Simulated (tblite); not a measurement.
Compound: C₄H₇F₂Si (doublet state).
Atom-mapped SMILES: `[H]/[C:1]=[C:2](\[SiH3:3])[CH2:4][CH:5]([F:6])[F:7]` (hydrogens: H8 on C1; H9, H10, H11 on Si3; H12, H13 on C4; H14 on C5)

The geometry is computed with GFN2-xTB (gas phase). This method treats the open shell by occupation alone, without spin polarisation.

(1) What internal coordinates does the optimisation give?

Results:

(1) 
| bond | length (Å) | order |
| --- | --- | --- |
| C1=C2 | 1.287 | double |
| C2–Si3 | 1.945 | single |
| C2–C4 | 1.509 | single |
| C4–C5 | 1.519 | single |
| C5–F6, C5–F7 | 1.358 | single |
| C1–H8 | 1.066 | single |
| Si3–H9, Si3–H10, Si3–H11 | 1.461 | single |
| C4–H12, C4–H13 | 1.091 | single |
| C5–H14 | 1.100 | single |

Bonds in one row agree within 0.01 Å and their mean is given. Orders are formal, as drawn. A selection of angles:
| angle | degrees |
| --- | --- |
| C2–C1–H8 | 135.7 |
| C1–C2–Si3 | 121.3 |
| C1–C2–C4 | 124.0 |
| Si3–C2–C4 | 114.6 |
| C2–Si3–H9 | 106.5 |
| C2–Si3–H10 | 107.6 |
| H9–Si3–H10 | 111.0 |
| C2–C4–C5 | 110.2 |
| C2–C4–H12 | 111.0 |
| C5–C4–H12 | 108.2 |
| H12–C4–H13 | 109.1 |
| C4–C5–F6 | 111.1 |
| C4–C5–H14 | 113.2 |
| F6–C5–F7 | 105.7 |
| F6–C5–H14 | 107.6 |

Torsions: C1–C2–C4–C5 98° (anticlinal); C2–C4–C5–F6 64° (synclinal). The mirror-image conformer, all signs reversed, is as good.

C2 (carbon bonded to 2 C and Si) is planar (angles 124.0°, 121.3° and 114.6°, sum 359.9°, 0.02 Å off the plane of its three neighbours). Si3 (silicon bonded to C and 3 H) is tetrahedral (angles from 106.5° to 112.2°). The 3 C–C bonds span 1.287 Å (C1=C2, drawn double) to 1.519 Å (C4–C5, drawn single), a spread of 0.232 Å. Of the pairs four or more bonds apart, Si3···F6 is among the closest relative to their van der Waals radii: 3.09 Å, 87 % of the sum of Bondi's values.

Point group: C1 (no symmetry element, even within 0.4 Å). Its GFN2-xTB frequencies are all real (lowest 38 cm⁻¹).
